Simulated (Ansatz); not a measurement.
A series at Ta: from `[OH][Ta]([OH])([Cl])([Cl])[Cl]`, ligands are replaced one by one, each step taking up H₂O and setting free HCl; n counts the steps. Ansatz, PBE0-D4/def2-TZVP geometries. Each molecule was computed in one conformer, which needn't be the lowest.

| n | molecule | zero-point energy, PBE0-D4/def2-TZVP (kJ/mol) |
| --- | --- | --- |
| 0 | `[OH][Ta]([OH])([Cl])([Cl])[Cl]` | 79.0 |
| 1 | `[OH][Ta]([OH])([OH])([Cl])[Cl]` | 110.7 |
| 2 | `[OH][Ta]([OH])([OH])([OH])[Cl]` | ? |
| 3 | `[OH][Ta]([OH])([OH])([OH])[OH]` | 172.8 |

Q: By hand: fit a straight line y = ȳ + b (n − n̄) to the 3 given rows and predict n = 2.

A: n̄ = 1.333, ȳ = 120.83; Σ(n − n̄)(y − ȳ) = 145.77, Σ(n − n̄)² = 4.667, so b = 31.23 kJ/mol a step. Prediction: 120.83 + (31.23) × (0.667) = 141.7 kJ/mol.

Q: By hand: compare with the computed value, 141.4 kJ/mol, and give the steps along the whole series.

A: The line misses by -0.3 kJ/mol (computed minus predicted). Steps: 31.7, 30.7, 31.4 kJ/mol.

The steps differ by at most 1.0 kJ/mol, 3.2 % of a mean step, so the ligands' effects nearly add and a line is close. The miss is 0.3 % of the series' range.
